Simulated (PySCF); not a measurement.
C2H2N3, SMILES [nH]1cn[c]n1, multiplicity 2. Geometry: B3LYP-D3(BJ)/def2-SVP. The isomer is the one that the SMILES or the coordinates give; other isomers of the formula were not compared.

Computed with B3LYP-D3(BJ)/def2-SVP run with PySCF.

Harmonic wavenumbers (cm⁻¹): 588, 669, 680, 851, 934, 984, 1066, 1141, 1251, 1312, 1372, 1458, 1513, 3249, 3628. Rotational constants (GHz): 11.53, 9.873, 5.319; symmetry number 1.

### Question
Work out the zero-point energy and the ideal-gas rigid-rotor harmonic-oscillator thermochemistry at 298.15 K and 1 atm.

### Answer
ZPE = ½ Σ hcν = ½ × 20697 cm⁻¹ = 29.59 kcal/mol. H − E(el) = 32.37 kcal/mol. Entropy in cal/(mol K): translation 38.57, rotation 23.79, vibration 1.77, spin 1.38, total 65.50. G − E(el) = 12.84 kcal/mol. Cp = 13.33 cal/(mol K).
